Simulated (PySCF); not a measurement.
Al(Cl)(F)(NHMe) (CH4AlClFN), SMILES [Al]([Cl])([NH]C)[F]. Atoms are numbered in the order given.

```xyz
9

Al    -0.2457     0.1143     0.0000
Cl     0.5352     2.0493     0.0000
F     -1.8910    -0.0947     0.0000
N      0.8119    -1.2856     0.0000
C      0.4405    -2.6837     0.0000
H      1.8171    -1.1444     0.0000
H      0.8135    -3.2206     0.8908
H      0.8135    -3.2206    -0.8908
H     -0.6553    -2.7848     0.0000
```
Charge 0, spin multiplicity 1.

Geometry: PBE0-D3(BJ)/def2-SVP. The structure was generated by enumeration; whether it is a known compound was not checked. The values are those of a single conformer.

Two levels are set side by side: PBE/pcSseg-1 (PySCF) and KT2/pcSseg-1 (PySCF). GIAO shifts against CFCl3 (¹⁹F), HCl (³⁵Cl), NH3 (¹⁵N), TMS (¹H), TMS (¹³C) at the same level; non-relativistic, no solvent, atoms listed together averaged. Without spin–orbit terms, shifts of atoms bonded to Cl or Br come out too high at both levels. Differences are taken from unrounded values.

```tsv
quantity	KT2
δ(³⁵Cl) of Cl2 (ppm)	-53.4
δ(¹⁹F) of F3 (ppm)	-214.2
δ(¹⁵N) of N4 (ppm)	38.0
δ(¹³C) of C5 (ppm)	36.0
δ(¹H) of H6 (ppm)	0.90
δ(¹H) of H7, H8, H9 (ppm)	3.16
```

Task: What does PBE give, and how far is it from KT2? (The exact figures need the calculation; the answer reports its results.)

Result: 
```
quantity                      PBE  PBE minus KT2
-------------------------  ------  -------------
δ(³⁵Cl) of Cl2 (ppm)        -57.5           -4.1
δ(¹⁹F) of F3 (ppm)         -206.8            7.5
δ(¹⁵N) of N4 (ppm)           40.2            2.2
δ(¹³C) of C5 (ppm)           35.3           -0.7
δ(¹H) of H6 (ppm)            0.88          -0.02
δ(¹H) of H7, H8, H9 (ppm)    3.13          -0.03
```

Rough cost on one machine, each run with all the roots and properties that it gave: KT2 against PBE within a factor of 2.
